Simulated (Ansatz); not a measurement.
Molecule: NH, net charge 1, doublet state. 
Coordinates optimised at B3LYP-D3(BJ)/def2-TZVP (Ansatz, a quantum-chemistry and plane-wave program):
SMILES: [NH+]
```xyz
2

N      0.0000     0.0000    -0.1353
H      0.0000     0.0000     0.9473
```
Charge +1, spin multiplicity 2.

Basis-set convergence of Hartree-Fock and CCSD correlation energies (hartree) with Ansatz. Correlated levels leave the core frozen unless marked. UHF or UKS for open shells. No spin-orbit coupling. Non-relativistic.

The UHF reference is spin-contaminated (<S^2> 0.50 over the pure value in the largest basis). The T1 diagnostic of CCSD in the largest basis is 0.111, which is high, so the coupled-cluster rows are less sure than usual.

```tsv
basis	functions	E(HF)	E(corr, CCSD)
aug-cc-pVDZ	32	-54.50665	-0.10735
aug-cc-pVTZ	69	-54.51837	-0.12934
aug-cc-pVQZ	126	-54.52152	-0.13584
```

Extrapolating the two largest sets (X = 3 and 4) as X^-3: E(corr) = (64·(-0.13584) - 27·(-0.12934))/37 = -0.1406 Eh, an estimate of the basis-set limit. The largest set recovers 96.6 % of it, the smallest 76.4 %.
